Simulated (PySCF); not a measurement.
Vertical excitations of a molecule FH₇N₂Si₂ from TDA-PBE/def2-SVPD in PySCF, as energy in eV (oscillator strength): 5.70 (0.046), 6.10 (0.054), 6.35 (0.021), 6.49 (0.014), 6.79 (0.013), 6.98 (0.039), 6.99 (0.062), 7.19 (0.004), 7.28 (0.003), 7.29 (0.001). Lowest triplet (TDA): 5.37 eV. Coordinates come from a PBE-D3(BJ)/def2-SVP optimisation. Other conformers were not sampled.

### Question
Identify the compound among the candidates.
(A) N[SiH2][Si@H](N)F
(B) N[Si@@H](F)N[SiH3]
(C) N[Si](N)(F)[SiH3]
(D) N[SiH2]N[SiH2]F

### Answer
D, N[SiH2]N[SiH2]F
